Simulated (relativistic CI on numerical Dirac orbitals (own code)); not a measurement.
# Sc2+: what numerical and physical settings do to a radial Dirac CI calculation

Reference input:

```
atom Sc  Z=21  charge=2  electrons=19
nucleus A=45  rms_radius_fm=3.5459
hamiltonian dirac-coulomb  breit=on  qed=on  c_scale=1
orbitals kli  potential=per-configuration
slater_scale 1
correlation none
mixing on
grid step=0.0125 r_max=34.3
scf mixing=0.4 start=green max_iterations=150 tolerance=2e-08 node_fill=0.05
configurations
  [Ar] 3d
end
```

Computed lowest total energy -762.34970 Ha, first excitation 162.5 cm⁻¹, 11 SCF steps. Runs with settings changed; * marks those that are bad on purpose (the QED terms keep the true α when c is scaled):

```csv
Changed,Outcome,Lowest level,ΔE (Ha),First excitation (cm⁻¹),SCF steps,Message
"node fill of the KLI weights 0, Breit term off, start potential thomas-fermi",converged,3d ²D3/2,-0.225,195.0,11,
"nuclear radius 4.6097 fm, speed of light × 0.8",converged,3d ²D3/2,-1.95,248.7,11,
"start potential thomas-fermi, iteration limit 30",converged,3d ²D3/2,-8.98e-12,162.5,11,
"SCF tolerance 1e-06, SCF mixing 0.7",converged,3d ²D3/2,-4.78e-09,162.5,8,
nuclear radius 3545.9 fm *,converged,3d ²D3/2,186,289.8,10,
speed of light × 0.05 *,not converged,,,,1,SCF of 1s2 2s2 2p6 3s2 3p6 3d stopped: an orbital could not be found
```

With so few configurations and no correlation, terms lie too far apart (by 10 to 50 % near neutrality), their order can be wrong, and levels of other configurations are missing.
